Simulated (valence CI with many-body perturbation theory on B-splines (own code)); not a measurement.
## Energy levels of Yb⁶⁴⁺

Level of theory: relativistic CI+MBPT: four valence electrons over a frozen Dirac-Fock core [He], radial functions for each j: 11 s, 11 p, 10 d, 8 f, 5 g, 2 h, with the one-electron correlation potential Σ1 (screened to all orders), the two-electron term Σ2, the three-electron term Σ3, Breit, model QED; selected single and double excitations, second order for the rest, scaled by the run's own slope (own B-spline code, finite nucleus).

No measured spectrum was set against this ion. As an estimate, large intervals hold to a few tenths of a per cent, small ones and those within an open d or f shell to about a per cent. Among the levels kept, up to 1100 cm⁻¹ of a level comes from second order outside the variational space, and about a tenth of that is noise between levels of different J, which matters for small intervals.

Levels 91 to 135 of 211, with energies above the lowest level, (2s^2 2p1/2^2) J=0. "Leading %" is the weight of the configuration and term that name the level; weights of strongly mixed levels are sums over their largest components and can fall short. In the jj column 3d3/2^4 stands for four electrons in 3d with j = 3/2. Lifetimes count E1, E2, E3, M1 and M2 decay at the calculated energies, and are blank where another channel may lead or the interval is too uncertain; long ones can be off by a factor of two.

| No. | Configuration | Term | J | E (× 10³ cm⁻¹) | Leading % | Second component | Leading jj | Lifetime |
| --- | --- | --- | --- | --- | --- | --- | --- | --- |
| 91 | 2s 2p2 3d | 3G | 4 | 88532 | 34 | 22 % 2s 2p2 3d 5F | 2s 2p1/2 2p3/2 3d3/2 (96 %) | 77.8 fs |
| 92 | 2s 2p2 3d | 3D | 3 | 88599 | 32 | 27 % 2s 2p2 3d 3F | 2s 2p1/2 2p3/2 3d3/2 (97 %) | 804 as |
| 93 | 2s 2p2 3p | 3P° | 0 | 88615 | 80 | 20 % 2s 2p2 3p 1S° | 2s 2p1/2 2p3/2 3p3/2 (100 %) | 67.3 fs |
| 94 | 2s 2p2 3p | 1D° | 2 | 88640 | 41 | 22 % 2s 2p2 3p 3D° | 2s 2p1/2 2p3/2 3p3/2 (99 %) | 5.23 fs |
| 95 | 2s 2p2 3p | 3P° | 1 | 88648 | 32 | 31 % 2s 2p2 3p 3S° | 2s 2p1/2 2p3/2 3p3/2 (98 %) | 4.84 fs |
| 96 | 2s 2p2 3d | 3D | 2 | 88671 | 33 | 19 % 2s 2p2 3d 5P | 2s 2p1/2 2p3/2 3d3/2 (97 %) | 736 as |
| 97 | 2s 2p2 3p | 3P° | 1 | 88698 | 50 | 26 % 2s 2p2 3p 1P° | 2s 2p1/2 2p3/2 3p3/2 (99 %) | 32.6 fs |
| 98 | 2s 2p2 3d | 3P | 1 | 88743 | 31 | 31 % 2s 2p2 3d 5P | 2s 2p1/2 2p3/2 3d3/2 (96 %) | 738 as |
| 99 | 2s 2p2 3d | 5D | 4 | 88845 | 46 | 34 % 2s 2p2 3d 5F | 2s 2p1/2 2p3/2 3d5/2 (99 %) | 29.4 fs |
| 100 | 2s 2p2 3d | 3F | 2 | 88975 | 57 | 21 % 2s 2p2 3d 5D | 2s 2p1/2 2p3/2 3d3/2 (51 %) | 2.38 fs |
| 101 | 2s 2p2 3d | 1P | 1 | 89050 | 26 | 23 % 2s 2p2 3d 5F | 2s 2p1/2 2p3/2 3d3/2 (68 %) | 1.82 fs |
| 102 | 2s 2p2 3d | 3G | 3 | 89070 | 44 | 17 % 2s 2p2 3d 3F | 2s 2p1/2 2p3/2 3d3/2 (81 %) | 2.22 fs |
| 103 | 2s 2p2 3d | 3P | 2 | 89084 | 43 | 26 % 2s 2p2 3d 3F | 2s 2p1/2 2p3/2 3d5/2 (58 %) | 1.58 fs |
| 104 | 2s 2p2 3d | 3F | 3 | 89089 | 43 | 21 % 2s 2p2 3d 5P | 2s 2p1/2 2p3/2 3d5/2 (78 %) | 761 as |
| 105 | 2s 2p2 3d | 3G | 5 | 89158 | 62 | 38 % 2s 2p2 3d 5F | 2s 2p1/2 2p3/2 3d5/2 (100 %) | 9.92 ps |
| 106 | 2s 2p2 3d | 3D | 1 | 89209 | 67 | 14 % 2s 2p2 3d 3P | 2s 2p1/2 2p3/2 3d3/2 (71 %) | 1.24 fs |
| 107 | 2s 2p2 3d | 3F | 2 | 89270 | 32 | 21 % 2s 2p2 3d 1D | 2s 2p1/2 2p3/2 3d3/2 (94 %) | 631 as |
| 108 | 2s 2p2 3d | 3D | 1 | 89302 | 61 | 25 % 2s 2p2 3d 3P | 2s 2p1/2 2p3/2 3d5/2 (51 %) | 601 as |
| 109 | 2s 2p2 3d | 3P | 0 | 89331 | 87 | 12 % 2s 2p2 3d 1S | 2s 2p1/2 2p3/2 3d3/2 (95 %) | 530 as |
| 110 | 2s 2p2 3d | 3D | 3 | 89352 | 60 | 17 % 2s 2p2 3d 1F | 2s 2p1/2 2p3/2 3d5/2 (98 %) | 843 as |
| 111 | 2s 2p2 3d | 3F | 4 | 89389 | 58 | 24 % 2s 2p2 3d 1G | 2s 2p1/2 2p3/2 3d5/2 (97 %) | 644 as |
| 112 | 2s 2p2 3d | 1D | 2 | 89443 | 46 | 19 % 2s 2p2 3d 3D | 2s 2p1/2 2p3/2 3d5/2 (88 %) | 896 as |
| 113 | 2s 2p2 3d | 1P | 1 | 89537 | 53 | 16 % 2s 2p2 3d 3P | 2s 2p1/2 2p3/2 3d5/2 (88 %) | 810 as |
| 114 | 2s 2p2 3d | 1S | 0 | 89579 | 50 | 45 % 2s 2p2 3d 3P | 2s 2p1/2 2p3/2 3d5/2 (94 %) | 816 as |
| 115 | 2s 2p2 3d | 3D | 3 | 89780 | 41 | 26 % 2s 2p2 3d 3F | 2s 2p1/2 2p3/2 3d5/2 (98 %) | 3.16 fs |
| 116 | 2s 2p2 3d | 3F | 4 | 89828 | 46 | 30 % 2s 2p2 3d 3G | 2s 2p1/2 2p3/2 3d5/2 (100 %) | 2.38 fs |
| 117 | 2s 2p2 3d | 3P | 2 | 89928 | 48 | 19 % 2s 2p2 3d 3D | 2s 2p1/2 2p3/2 3d5/2 (98 %) | 568 as |
| 118 | 2s 2p2 3d | 1F | 3 | 89938 | 43 | 32 % 2s 2p2 3d 3F | 2s 2p1/2 2p3/2 3d5/2 (99 %) | 583 as |
| 119 | 2s 2p2 3d | 3P | 1 | 89939 | 45 | 25 % 2s 2p2 3d 3S | 2s 2p1/2 2p3/2 3d5/2 (99 %) | 831 as |
| 120 | 2s 2p2 3d | 3D | 2 | 89964 | 42 | 27 % 2s 2p2 3d 1D | 2s 2p1/2 2p3/2 3d5/2 (99 %) | 797 as |
| 121 | 2p3 3p | 3D | 3 | 90613 | 49 | 24 % 2p3 3p 5P | 2p1/2^2 2p3/2 3p3/2 (97 %) | 3.18 fs |
| 122 | 2p3 3p | 3P | 1 | 90618 | 34 | 25 % 2p3 3p 1P | 2p1/2^2 2p3/2 3p3/2 (97 %) | 2.94 fs |
| 123 | 2p3 3p | 3P | 2 | 90836 | 43 | 16 % 2p3 3p 1D | 2p1/2^2 2p3/2 3p3/2 (97 %) | 2.88 fs |
| 124 | 2p3 3p | 3P | 0 | 91036 | 69 | 29 % 2p3 3p 1S | 2p1/2^2 2p3/2 3p3/2 (98 %) | 3.10 fs |
| 125 | 2p3 3d | 3D° | 2 | 91181 | 33 | 19 % 2p3 3d 3F° | 2p1/2^2 2p3/2 3d3/2 (98 %) | 7.83 fs |
| 126 | 2p3 3d | 3F° | 3 | 91242 | 27 | 21 % 2p3 3d 3G° | 2p1/2^2 2p3/2 3d3/2 (97 %) | 23.9 fs |
| 127 | 2p3 3d | 3D° | 1 | 91275 | 34 | 27 % 2p3 3d 3P° | 2p1/2^2 2p3/2 3d3/2 (98 %) | 2.85 fs |
| 128 | 2p3 3d | 3P° | 0 | 91302 | 63 | 25 % 2p3 3d 5D° | 2p1/2^2 2p3/2 3d3/2 (99 %) | 43.4 fs |
| 129 | 2p3 3d | 3F° | 4 | 91886 | 51 | 24 % 2p3 3d 5D° | 2p1/2^2 2p3/2 3d5/2 (99 %) | 88.4 fs |
| 130 | 2p3 3d | 3D° | 2 | 91982 | 34 | 22 % 2p3 3d 3P° | 2p1/2^2 2p3/2 3d5/2 (98 %) | 1.15 fs |
| 131 | 2p3 3d | 3D° | 3 | 92108 | 47 | 16 % 2p3 3d 1F° | 2p1/2^2 2p3/2 3d5/2 (97 %) | 518 as |
| 132 | 2p3 3d | 3D° | 1 | 92208 | 32 | 28 % 2p3 3d 1P° | 2p1/2^2 2p3/2 3d5/2 (98 %) | 774 as |
| 133 | 2s 2p2 3s | 5P | 3 | 93521 | 62 | 38 % 2s 2p2 3s 3D | 2s 2p3/2^2 3s (100 %) | 11.3 fs |
| 134 | 2s 2p2 3s | 3P | 2 | 93733 | 55 | 19 % 2s 2p2 3s 3D | 2s 2p3/2^2 3s (100 %) | 4.39 fs |
| 135 | 2s 2p2 3p | 3P° | 2 | 94365 | 27 | 25 % 2s 2p2 3p 5P° | 2s 2p3/2^2 3p1/2 (100 %) | 7.38 fs |

Where two levels of one J and parity lie close, their mixing, g and order are uncertain.
